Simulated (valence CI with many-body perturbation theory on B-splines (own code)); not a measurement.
The numbers below are computed, except where a source is named.
## Hyperfine factors and g values of Ga²⁵⁺

Level of theory: configuration interaction combined with many-body perturbation theory (CI+MBPT): four valence electrons over a frozen Dirac-Fock core [He], a basis of 11 s, 11 p, 9 d, 7 f, 5 g, 2 h, 1 i functions for each j, with the one-electron correlation potential Σ1, the two-electron term Σ2, the three-electron term Σ3, Breit, model QED; selected CI, second order for the rest (own B-spline code, finite nucleus).

No measured spectrum was set against this ion. As an estimate, levels of excited configurations hold to 0.05 to 0.15 % of their energy, terms of the ground configuration to about 0.5 %. Among the levels kept, up to 270 cm⁻¹ of a level comes from second order outside the variational space, and about a tenth of that is noise between levels of different J, which matters for small intervals.

A/g_I is the dipole constant over the nuclear g factor μ/I (μ in nuclear magnetons, uniformly magnetised nucleus), B/Q the quadrupole constant per barn. Both hold the static response of the core; the bare values leave it out. Large factors of s and p1/2 electrons are usually good to 5 to 10 %; those of open d and f shells near neutrality can be off by tens of per cent, and small factors of p3/2, d and f electrons come from cancelling terms and can be off by a factor of two or in sign, in half-filled shells by more. B is blank for J = 1/2, where it vanishes, and for nearly pure S terms. Energies count from the lowest level. Levels with J = 0 are left out.

Levels are named by their leading jj configuration (3d3/2^4 stands for four electrons in 3d with j = 3/2), which in mixed levels can hold well under half, so a name can repeat and another be missing. Letters in brackets count levels of one name in rising energy.

```tsv
Level	E (Ry)	g	A/g_I (MHz)	A/g_I bare	B/Q (MHz/b)	B/Q bare
(2s^2 2p1/2 2p3/2) J=1	1.70	1.496	-5950	-2220	46600	46800
(2s^2 2p1/2 2p3/2) J=2	2.29	1.291	97800	99500	18200	18200
(2s^2 2p3/2^2) J=2	4.48	1.198	60100	61600	74300	74600
(2s 2p1/2^2 2p3/2) J=2	7.01	1.933	222000	223000	10200	10200
(2s 2p1/2^2 2p3/2) J=1	10.01	0.773	-109000	-105000	84200	84500
(2s 2p1/2 2p3/2^2) J=2 [a]	10.24	1.282	182000	180000	127000	127000
(2s 2p1/2 2p3/2^2) J=3	10.89	1.328	225000	223000	-271	-284
(2s 2p1/2 2p3/2^2) J=1 [a]	12.39	1.311	203000	202000	-86100	-86400
(2s 2p1/2 2p3/2^2) J=2 [b]	12.77	1.316	118000	119000	-114000	-115000
(2s 2p1/2 2p3/2^2) J=1 [b]	13.92	1.670	17700	24600	7680	7720
(2s 2p3/2^3) J=2	14.91	1.116	176000	174000	-24000	-24000
(2s 2p3/2^3) J=1	16.68	1.225	-69300	-62700	-4950	-4990
(2p1/2^2 2p3/2^2) J=2	20.43	1.411	42700	47800	46600	46800
(2p1/2 2p3/2^3) J=1	22.42	1.496	-12300	-5840	-45500	-45700
(2p1/2 2p3/2^3) J=2	23.22	1.078	107000	108000	-139000	-139000
(2s^2 2p1/2 3s) J=1	105.23	1.361	260000	257000	-9400	-9440
(2s^2 2p1/2 3p1/2) J=1	107.16	0.676	179000	177000	-2120	-2130
(2s^2 2p3/2 3s) J=2	107.44	1.496	100000	101000	95100	95400
(2s^2 2p3/2 3s) J=1	107.70	1.129	7030	10800	56900	57100
(2s^2 2p1/2 3p3/2) J=1	108.10	1.426	-29300	-28400	12200	12200
(2s^2 2p1/2 3p3/2) J=2	108.18	1.178	80500	80400	20900	20900
(2s^2 2p3/2 3p1/2) J=1	109.80	1.269	60800	63100	31500	31600
(2s^2 2p3/2 3p1/2) J=2	110.02	1.290	61300	62900	55200	55400
(2s^2 2p1/2 3d3/2) J=2	110.10	0.755	76800	75900	10200	10300
(2s^2 2p3/2 3p3/2) J=3	110.15	1.331	37200	38700	122000	123000
(2s^2 2p3/2 3p3/2) J=1	110.15	1.888	154000	154000	-19400	-19500
(2s 2p1/2^2 3s) J=1	110.33	2.125	300000	297000	-15900	-16000
(2s^2 2p1/2 3d5/2) J=3	110.68	1.116	47900	47500	1080	1190
(2s^2 2p1/2 3d5/2) J=2	110.70	1.246	-39000	-38700	-4440	-4380
(2s^2 2p1/2 3d3/2) J=1	110.82	0.788	-52900	-52500	-399	-364
(2s^2 2p3/2 3p3/2) J=2	110.93	1.197	51700	52500	44900	45000
(2s 2p1/2 2p3/2 3s) J=2 [a]	111.48	1.803	226000	225000	90400	90700
```

Take the isotope of mass number 69, with I = 3/2, μ = 2.01502 μN and Q = 0.171 b. What is the hyperfine structure of (2s^2 2p3/2^2) J=2?

From the table A = 80800 MHz, B = 12700 MHz. Shifts from the centre of gravity in MHz: F = 1/2: -352000, F = 3/2: -242000, F = 5/2: -48300, F = 7/2: 246000.
